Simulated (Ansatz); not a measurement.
`NC[SiH2][SiH3]` and `FC[SiH2][SiH3]` differ in one atom or group.

Ansatz, PBE0-D4/def2-TZVP geometries, multiplicity 1. Each molecule was computed in one conformer, which needn't be the lowest.

```csv
property,`NC[SiH2][SiH3]`
LUMO energy (PBE0/def2-TZVPP) / eV,0.18
size of the dipole moment (B3LYP/def2-TZVPP) / D,1.59
HOMO energy (ωB97M-V/def2-TZVPP) / eV,-9.37
HOMO–LUMO gap (PBE/def2-TZVPP) / eV,4.88
size of the dipole moment (PBE/def2-TZVPP) / D,1.63
size of the dipole moment (ωB97M-V/def2-TZVPP) / D,1.60
```

(1) What does the change do to each property? (An estimate is asked.)

## Answers

(1) Ansatz gave: 
```tsv
property	`FC[SiH2][SiH3]`	shift
LUMO energy (PBE0/def2-TZVPP) / eV	-0.05	-0.23
size of the dipole moment (B3LYP/def2-TZVPP) / D	1.49	-0.10
HOMO energy (ωB97M-V/def2-TZVPP) / eV	-10.33	-0.96
HOMO–LUMO gap (PBE/def2-TZVPP) / eV	6.15	1.27
size of the dipole moment (PBE/def2-TZVPP) / D	1.36	-0.27
size of the dipole moment (ωB97M-V/def2-TZVPP) / D	1.48	-0.12
```

With PBE0 the HOMO falls by 1.28 eV and the LUMO falls by 0.23 eV, so the gap widens by about 1.05 eV. PBE moves the HOMO by -1.52 eV and ωB97M-V by -0.96 eV. Dipoles are sizes alone; their direction can turn.

Positive LUMOs are unbound, so they and the gaps depend on the basis.

B3LYP here is the variant with VWN-RPA as its local correlation; programs differ in this.
